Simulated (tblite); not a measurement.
Start geometry of `C1CS/C1=C/COC=O` from a force field or distance geometry (Å):
```
atom  x, y, z in Å
O1     3.514    0.132    1.615
C2     3.280    0.780    0.592
O3     2.277    0.577   -0.268
C4     1.403   -0.492    0.081
C5     0.319   -0.571   -0.931
C6    -0.998   -0.429   -0.716
C7    -1.816   -0.178    0.530
C8    -2.886    0.438   -0.371
S9    -2.319   -0.529   -1.816
H10    3.897    1.618    0.257
H11    0.990   -0.332    1.090
H12    1.963   -1.444    0.083
H13    0.641   -0.757   -1.948
H14   -1.407    0.523    1.266
H15   -2.140   -1.072    1.077
H16   -3.922    0.226   -0.046
H17   -2.801    1.522   -0.506
```

**Question.** What comes out of this run: GFN2-xTB geometry optimisation, gas phase in tblite 0.8.0?

**Answer.** 
```
atom  x, y, z in Å
O1     3.394    0.056    1.717
C2     3.251    0.663    0.697
O3     2.323    0.463   -0.215
C4     1.387   -0.601    0.048
C5     0.339   -0.590   -1.015
C6    -0.922   -0.256   -0.785
C7    -1.682    0.149    0.444
C8    -3.025    0.293   -0.279
S9    -2.290   -0.183   -1.893
H10    3.893    1.501    0.372
H11    0.957   -0.450    1.043
H12    1.940   -1.547    0.048
H13    0.660   -0.840   -2.014
H14   -1.320    1.081    0.882
H15   -1.688   -0.618    1.219
H16   -3.793   -0.411    0.030
H17   -3.431    1.301   -0.308
```

The energy falls by 35.6 kJ/mol over 72 L-BFGS steps, the largest force on an atom goes from 2.89 to 0.009 eV/Å, and the atoms move by 0.369 Å rms after alignment. The bond that changes most is C6–S9 (fully substituted alkene carbon to sulfide sulfur), which lengthens by 0.040 Å. Bonds longer at the end by more than 0.005 Å: 5 of 17; shorter: 9. Among the angles that change most is C6–C7–C8, from 87.7° to 94.8°. Among the dihedrals that turn most is H14–C7–C8–H16, from -98° to -127°. Rotational constants go from 4345, 542.2, 511.3 to 4327, 551.4, 513.8 MHz. The orientation of the end geometry is arbitrary; only internal coordinates are fixed.

Time: 0.74 s. Hardware: an Intel Xeon with one thread, shared host with 64 logical CPUs at a one-minute load of 63.

GFN2-xTB frequencies show an imaginary mode (20i cm⁻¹), so the point is no minimum at that level.

These are computed values.
